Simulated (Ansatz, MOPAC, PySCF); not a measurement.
Two conformers of C2H6OSi (SMILES C=C[SiH2]O), B3LYP-D3(BJ)/def2-TZVP minima.
Conformer 1 (charge 0, multiplicity 1):
```xyz
10

C      1.63479     0.06456     0.61277
C      0.74133     0.30751    -0.34593
Si    -0.93714    -0.49209    -0.38172
O     -2.16328     0.61896    -0.33313
H      1.42125    -0.61839     1.42907
H      2.61636     0.52728     0.62715
H      1.01599     1.00224    -1.13727
H     -1.16038    -1.22543    -1.64485
H     -0.99504    -1.42383     0.77371
H     -2.17388     1.23919     0.40020
```
Conformer 2 (charge 0, multiplicity 1, Z-matrix in Å and degrees):
```
C
C 1 1.3318
H 2 1.0849 1 122.44
H 2 1.0850 3 116.03 1 -179.59
H 1 1.0889 2 118.09 3 0.02
Si 1 1.8605 5 118.38 2 -179.63
O 6 1.6537 1 111.47 5 172.82
H 7 0.9601 6 118.04 1 -69.85
H 6 1.4782 7 105.57 8 169.44
H 6 1.4862 9 108.98 7 119.50
```

No zero-point or thermal terms.

Correlated levels freeze the cores. Rows in 3-21G, 6-311+G** carry no dispersion term and start afresh at each structure. The state reached by AM1, PM6 isn't checked.

Programs: Ansatz (an electronic-structure program) with Gaussian orbitals; MOPAC for AM1, PM6 (differences of heats of formation); PySCF for 3-21G rows, 6-311+G** rows, M06-2X, the dispersion terms. Values without a source in brackets are computed.

```csv
level,electronic energy of conformer 2 less that of conformer 1 (kJ/mol)
AM1,0.8
PM6,-0.8
HF/3-21G,3.3
SVWN5/def2-TZVPP,1.1
r2SCAN-D3(BJ)/def2-TZVPP,0.9
B3LYP/6-311+G**,2.7
M06-2X/def2-TZVPP,1.0
CAM-B3LYP-D4/def2-TZVPP,1.5
B2PLYP-D3(BJ)/def2-TZVPP,(withheld)
```

Task: Fill in the missing entries.

Result: 
- B2PLYP-D3(BJ)/def2-TZVPP, electronic energy of conformer 2 less that of conformer 1 (kJ/mol): 2.0
